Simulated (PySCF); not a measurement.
I3Sb, charge +1, multiplicity 2. Atoms are numbered in the order given.

```xyz
4

Sb     0.0000     0.0000     0.7430
I      2.1839     1.2609    -0.2383
I      0.0000    -2.5218    -0.2383
I     -2.1839     1.2609    -0.2383
```
Charge +1, spin multiplicity 2.

The structure is a stationary point at B3LYP-D3(BJ)/def2-SVP. The multiplicity is an assumed one; no other spin state was optimised. The isomer is the one that the SMILES or the coordinates give; other isomers of the formula were not compared. The def2 effective core potentials stand for the cores of I, Sb; spin–orbit coupling is left out.

Level of theory: PBE/def2-TZVP in PySCF.

ESP charges are fitted to the potential on shells at 1.4 to 2.0 van der Waals radii. Atomic charges (e):

```csv
atom,Löwdin,Mulliken,ESP fit,Mulliken spin
Sb1,___,0.58,0.32,0.15
I2,___,0.14,0.23,0.28
I3,___,0.14,0.23,0.28
I4,___,0.14,0.23,0.28
```

Q: What belongs in the gaps? (Estimate from the structure and the level; the computed values follow.)

A: 
- Sb1, Löwdin: 0.10
- I2, Löwdin: 0.30
- I3, Löwdin: 0.30
- I4, Löwdin: 0.30
